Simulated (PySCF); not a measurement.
All of these have the formula C6H6FNO. Computed with TDDFT PBE0/def2-SVPD, vertical, gas phase, core orbitals frozen in the response in PySCF. Geometries: GFN2-xTB; one conformer of each isolated species. Triplets are in the Tamm–Dancoff approximation.

A. `Fc1conc1C1CC1`
B. `Fc1oncc1C1CC1`
C. `O=CNC1=CCC(F)=C1`

Lowest singlet levels (six at most, fewer where fewer were computed) with oscillator strengths:

1. 207 nm (f 0.069); 190 nm (f 0.007); 189 nm (f 0.005); 176 nm (f 0.003); 171 nm (f 0.001); 171 nm (f 0.077); T1 4.16 eV
2. 202 nm (f 0.164); 198 nm (f 0.006); 192 nm (f 0.033); 174 nm (f 0.011); 170 nm (f 0.002); 168 nm (f 0.001); T1 4.14 eV
3. 269 nm (f 0.020); 238 nm (f 0.001); 226 nm (f 0.001); 222 nm (f 0.048); 205 nm (f 0.000); 197 nm (f 0.427); T1 2.90 eV

Question: Match each spectrum to its molecule.

Answer: 1 = B, 2 = A, 3 = C.
- A: S1 at 6.15 eV, HOMO-1→LUMO (59%), HOMO→LUMO (34%); Löwdin shares by element: HOMO carbon 52% or more, nitrogen 21%, fluorine 11% (atoms not listed hold the other 17%); LUMO carbon 36% or more, nitrogen 23%, oxygen 16% (atoms not listed hold the other 24%); HOMO -7.70 and LUMO -0.69 eV; point group Cs.
- B: S1 at 5.98 eV, HOMO→LUMO (93%); Löwdin shares by element: HOMO carbon 51% or more, nitrogen 15% (atoms not listed hold the other 33%); LUMO carbon 38% or more, nitrogen 26%, oxygen 16% (atoms not listed hold the other 19%); HOMO -7.19 and LUMO -0.43 eV; point group Cs.
- C: S1 at 4.61 eV, HOMO→LUMO (98%); Löwdin shares by element: HOMO carbon 70% or more (atoms not listed hold the other 29%); LUMO carbon 53% or more (atoms not listed hold the other 47%); HOMO -6.25 and LUMO -0.92 eV; point group Cs, 1 of its 6 listed states under f = 0.0005.
